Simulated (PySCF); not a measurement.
## Radial density of Se (selenium, neutral)

UHF, [Ar] 3d10 4s2 4p3 4d1, high-spin 5D determinant (an excited configuration). All numbers are calculated (PySCF 2.14, scalar relativity by spin-free X2C-1e, in aug-cc-pVQZ-DK (8s7p5d3f2g, 93 functions)).

```json
{"r (bohr)": "0.000936", "4πr²ρ (e/bohr)": "0.4947", "4πr²(ρα − ρβ)": "0.0000"}
{"r (bohr)": "0.00157", "4πr²ρ (e/bohr)": "1.205", "4πr²(ρα − ρβ)": "0.0000"}
{"r (bohr)": "0.00265", "4πr²ρ (e/bohr)": "2.857", "4πr²(ρα − ρβ)": "-0.0001"}
{"r (bohr)": "0.00445", "4πr²ρ (e/bohr)": "6.501", "4πr²(ρα − ρβ)": "-0.0002"}
{"r (bohr)": "0.00749", "4πr²ρ (e/bohr)": "13.75", "4πr²(ρα − ρβ)": "-0.0003"}
{"r (bohr)": "0.0126", "4πr²ρ (e/bohr)": "25.63", "4πr²(ρα − ρβ)": "0.0001"}
{"r (bohr)": "0.0212", "4πr²ρ (e/bohr)": "38.47", "4πr²(ρα − ρβ)": "0.0035"}
{"r (bohr)": "0.0356", "4πr²ρ (e/bohr)": "41.36", "4πr²(ρα − ρβ)": "0.0195"}
{"r (bohr)": "0.0600", "4πr²ρ (e/bohr)": "34.30", "4πr²(ρα − ρβ)": "0.0658"}
{"r (bohr)": "0.101", "4πr²ρ (e/bohr)": "43.10", "4πr²(ρα − ρβ)": "0.1088"}
{"r (bohr)": "0.170", "4πr²ρ (e/bohr)": "46.05", "4πr²(ρα − ρβ)": "0.0159"}
{"r (bohr)": "0.285", "4πr²ρ (e/bohr)": "26.24", "4πr²(ρα − ρβ)": "0.0602"}
{"r (bohr)": "0.480", "4πr²ρ (e/bohr)": "33.15", "4πr²(ρα − ρβ)": "0.2301"}
{"r (bohr)": "0.807", "4πr²ρ (e/bohr)": "14.90", "4πr²(ρα − ρβ)": "0.0205"}
{"r (bohr)": "1.36", "4πr²ρ (e/bohr)": "4.023", "4πr²(ρα − ρβ)": "1.3115"}
{"r (bohr)": "2.28", "4πr²ρ (e/bohr)": "2.191", "4πr²(ρα − ρβ)": "1.4746"}
{"r (bohr)": "3.84", "4πr²ρ (e/bohr)": "0.4554", "4πr²(ρα − ρβ)": "0.4162"}
{"r (bohr)": "6.46", "4πr²ρ (e/bohr)": "0.1244", "4πr²(ρα − ρβ)": "0.1242"}
{"r (bohr)": "10.9", "4πr²ρ (e/bohr)": "0.0002102", "4πr²(ρα − ρβ)": "0.0002"}
```

Densities and radii are taken from the X2C orbitals without a picture-change correction, which distorts them close to the nucleus.

The outer electron is Rydberg-like, and this basis confines it to a smaller radius and binds it less than a complete one would.
